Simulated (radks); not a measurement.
Q: These are the eigenvalues of the occupied orbitals of an atom or ion with whole-number occupations (hartree). All-electron calculation, scalar-relativistic Kohn-Sham, exchange-only LDA, spin-polarised, spherical densities, point nucleus. Program: a radial shooting solver on a logarithmic mesh with Libxc functionals.

1s up: -1210.727
1s down: -1210.726
2s up: -187.0327
2s down: -187.0320
2p up: -167.9533
2p down: -167.9523
3s up: -37.67890
3s down: -37.67779
3p up: -31.49603
3p down: -31.49483
3d up: -22.20916
3d down: -22.20804
4s up: -6.56365
4s down: -6.56111
4p up: -4.62335
4p down: -4.62042
4d up: -1.79645
4d down: -1.79140
5s up: -0.61557
5s down: -0.58933
5p up: -0.23634
5p down: -0.20980

Which element is it, and in what charge state? The configuration may be excited. Open shells, if any, are filled with parallel spins first.

A: Z = 53, iodine, charge 0: I in [Kr] 4d10 5s2 5p5. The list shows which subshells hold electrons but not how many an open one holds; the 1s level, -1210.7 hartree, gives Z - s = 49.2 by -(Z - s)^2/2, which with screening and relativity narrows Z to a few neighbours, and the depths of the outer levels then fix element, charge and occupations together.
